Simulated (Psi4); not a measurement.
H$_{3}$Cl$_{3}$HfOSi (SMILES [SiH3][O][Hf]([Cl])([Cl])[Cl]), singlet, geometry from GFN2-xTB (such geometries of metal compounds can be far from the true shape) (core potentials on Hf); PBE/def2-SVP run with Psi4.

Here is a job for Psi4.
```
memory 2 GB

molecule {
0 1
  Hf    0.16198422    0.08986631    0.15434697
  Cl    1.67669179    1.12473129    1.46639015
  Cl   -0.93563556   -1.30710791    1.53279462
  Cl   -1.24341668    1.69597803   -0.55096803
  O     0.65066792   -0.87100724   -1.35901133
  Si   -0.43731869   -1.45667371   -2.41454629
  H    -1.74287364   -1.54049122   -1.70426651
  H     0.05106640   -2.77486407   -2.80862422
  H    -0.51381059   -0.52475309   -3.54403733
}

set basis def2-svp
set scf_type pk
set puream true
set d_convergence 1e-8
set dft_radial_points 99
set dft_spherical_points 590

energy('pbe')
print_variables()
```

What the program printed (banner, timings and long lists left out):

```
   => Loading Basis Set <=

    Name: DEF2-SVP
    Role: ORBITAL
    Keyword: BASIS

    !!!  WARNING: ECP capability is in beta. Please check occupations closely.  !!!

         ---------------------------------------------------------
                                   SCF
               by Justin Turney, Rob Parrish, Andy Simmonett
                          and Daniel G. A. Smith
                              RKS Reference
         ---------------------------------------------------------

  ==> Geometry <==

    Molecular point group: c1
    Full point group: C1

    Geometry (in Angstrom), charge = 0, multiplicity = 1:

       Center              X                  Y                   Z               Mass
    ------------   -----------------  -----------------  -----------------  -----------------
         HF           0.139289515126     0.061126937713     0.106202375357   179.946557000000
         CL           1.653997085126     1.095991917713     1.418245555357    34.968852682000
         CL          -0.958330264874    -1.335847282287     1.484650025357    34.968852682000
         CL          -1.266111384874     1.667238657713    -0.599112624643    34.968852682000
         O            0.627973215126    -0.899746612287    -1.407155924643    15.994914619570
         SI          -0.460013394874    -1.485413082287    -2.462690884643    27.976926534650
         H           -1.765568344874    -1.569230592287    -1.752411104643     1.007825032230
         H            0.028371695126    -2.803603442287    -2.856768814643     1.007825032230
         H           -0.536505294874    -0.553492462287    -3.592181924643     1.007825032230

  Running in c1 symmetry.

  Rotational constants: A =      0.04157  B =      0.02631  C =      0.02373 [cm^-1]
  Rotational constants: A =   1246.16263  B =    788.76238  C =    711.41878 [MHz]
  Nuclear repulsion =  561.026756911896086

  Charge       = 0
  Multiplicity = 1
  Electrons    = 88
  Nalpha       = 44
  Nbeta        = 44

  ==> Algorithm <==

  SCF Algorithm Type is PK.
  DIIS enabled.
  MOM disabled.
  Fractional occupation disabled.
  Guess Type is SAD.
  Energy threshold   = 1.00e-06
  Density threshold  = 1.00e-08
  Integral threshold = 1.00e-12

  ==> Primary Basis <==

  Basis Set: DEF2-SVP
    Blend: DEF2-SVP
    Number of shells: 59
    Number of basis functions: 133
    Number of Cartesian functions: 143
    Spherical Harmonics?: true
    Max angular momentum: 3

  Core potential: DEF2-SVP
[...]
   @RKS iter   9: -1794.09193372808159   -1.17921e-06   3.65405e-06 DIIS
   @RKS iter  10: -1794.09193383343154   -1.05350e-07   7.62000e-07 DIIS
   @RKS iter  11: -1794.09193383826232   -4.83078e-09   1.51834e-07 DIIS
   @RKS iter  12: -1794.09193383843808   -1.75760e-10   3.46781e-08 DIIS
   @RKS iter  13: -1794.09193383845104   -1.29603e-11   1.09220e-08 DIIS
   @RKS iter  14: -1794.09193383844968    1.36424e-12   2.30947e-09 DIIS
  Energy and wave function converged.

  ==> Post-Iterations <==

   Electrons on quadrature grid:
      Ntotal   =   88.0000002212 ; deviation = 2.212e-07

    Orbital Energies [Eh]
    ---------------------

    Doubly Occupied:

[...]
    Virtual:

[...]
    Final Occupation by Irrep:
              A
    DOCC [    44 ]
    NA   [    44 ]
    NB   [    44 ]

  @RKS Final Energy: -1794.09193383844968

   => Energetics <=

    Nuclear Repulsion Energy =            561.0267569118960864
    One-Electron Energy =               -3610.9429060050069893
    Two-Electron Energy =                1376.5794573672908427
    DFT Exchange-Correlation Energy =    -120.7552421126294178
    Empirical Dispersion Energy =           0.0000000000000000
    VV10 Nonlocal Energy =                  0.0000000000000000
    Total Energy =                      -1794.0919338384496768

Computation Completed

Properties will be evaluated at   0.000000,   0.000000,   0.000000 [a0]

Properties computed using the SCF density matrix

 Multipole Moments:

 ------------------------------------------------------------------------------------
     Multipole            Electronic (a.u.)      Nuclear  (a.u.)        Total (a.u.)
 ------------------------------------------------------------------------------------

 L = 1.  Multiply by 2.5417464519 to convert [e a0] to [Debye]
 Dipole X            :         22.1495847          -22.1403850            0.0091997
 Dipole Y            :         14.5872090          -14.9686025           -0.3813935
 Dipole Z            :         24.8379404          -25.5066594           -0.6687190
 Magnitude           :                                                    0.7698900

 ------------------------------------------------------------------------------------

  Variable Map:
  ----------------------------------------------------------------------------
[...]
  Array Variable Map:
  ----------------------------------------------------------------------------
[...]
[...]
```
